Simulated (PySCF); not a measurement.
Distorted geometries of [Eu(NH3)3]2+

[Eu(NH3)3]2+ (singlet in the valence; each metal's 4f electrons, 7 of them, lie in its core potential, out of spins and levels). PySCF 2.14.0, RKS BP86, Eu lcecp-0-SVP with ECP53, N def2-SVP, H def2-SVP; non-relativistic Hamiltonian with scalar-relativistic core potentials where named; density fitting; no spin-orbit coupling. Relaxed geometry:

```xyz
13

Eu   -0.0007   -0.0004   -0.0012
N     2.6739    0.0002    0.0023
H     3.1141   -0.2464    0.9094
H     3.1184   -0.6612   -0.6627
H     3.1164    0.9082   -0.2358
N    -1.3370    2.3150    0.0113
H    -1.0378    2.9954    0.7357
H    -1.2764    2.8644   -0.8672
H    -2.3595    2.2359    0.1697
N    -1.3368   -2.3154   -0.0136
H    -2.0312   -2.4301    0.7490
H    -1.8944   -2.4994   -0.8694
H    -0.7490   -3.1661    0.0726
```

Question: Order these distorted geometries by energy above the relaxed one, lowest first.
A.
```xyz
13

Eu    0.0330   -0.0108   -0.0135
N     2.6928    0.0487   -0.0121
H     3.0749   -0.2338    0.8904
H     3.1307   -0.6422   -0.6787
H     3.1286    0.9215   -0.2490
N    -1.3249    2.3172    0.0808
H    -1.0982    2.9286    0.6896
H    -1.2637    2.8666   -0.8495
H    -2.3923    2.2283    0.1609
N    -1.3537   -2.2656   -0.0175
H    -2.0259   -2.4379    0.7457
H    -1.8816   -2.5484   -0.8802
H    -0.7198   -3.1722    0.1331
```
B.
```xyz
13

Eu    0.1016   -0.1428   -0.0984
N     2.7713    0.0075    0.1732
H     2.9262   -0.1305    0.7527
H     3.1647   -0.5441   -0.7380
H     3.1582    0.8947   -0.2035
N    -1.3431    2.4049    0.0141
H    -0.8122    3.0043    0.7576
H    -1.3438    2.8158   -0.8770
H    -2.3111    2.2350    0.1718
N    -1.4479   -2.2841    0.0378
H    -2.1174   -2.4445    0.8546
H    -1.9556   -2.4411   -0.9028
H    -0.7909   -3.3751    0.0579
```
C.
```xyz
13

Eu   -0.0511    0.0640    0.0973
N     2.6614   -0.0127    0.0260
H     3.1183   -0.2414    0.8933
H     3.0000   -0.6452   -0.6399
H     3.0529    0.9445   -0.3010
N    -1.3580    2.2886    0.0302
H    -1.0382    2.9715    0.7520
H    -1.1494    2.9008   -0.9333
H    -2.3433    2.1978    0.1922
N    -1.4282   -2.3592   -0.0096
H    -1.9690   -2.3891    0.6537
H    -1.8286   -2.5813   -0.7687
H    -0.6669   -3.1383    0.0078
```

Answer: A (0.82 eV), C (2.23 eV), B (12.00 eV).

Question: Which forces (eV/Å) act in the one that lies 2.23 eV up?

Answer: 
```
Eu   0.12 -0.57 -0.03
N   -1.52  3.50  0.03
H    0.72 -0.13  1.01
H    1.07 -1.80 -1.78
H   -0.38 -1.53  0.71
N    2.74  2.02 -2.38
H   -0.17 -0.13 -0.07
H   -1.18 -1.77  2.69
H   -1.56  0.23 -0.24
N   14.54  2.07 -2.57
H   -8.05 -1.11 10.12
H   -4.89 -1.99 -8.25
H   -1.45  1.22  0.77
```
Forces carry noise of the integration grid, about 0.01 to 0.03 eV/Å.

A frequency check found unstable modes (2, the lowest at -21 cm⁻¹), so the relaxed geometry is a saddle point, or these are noise. An lcecp potential fixes the number of 4f electrons, so in runs with it no electron can move into or out of that shell.
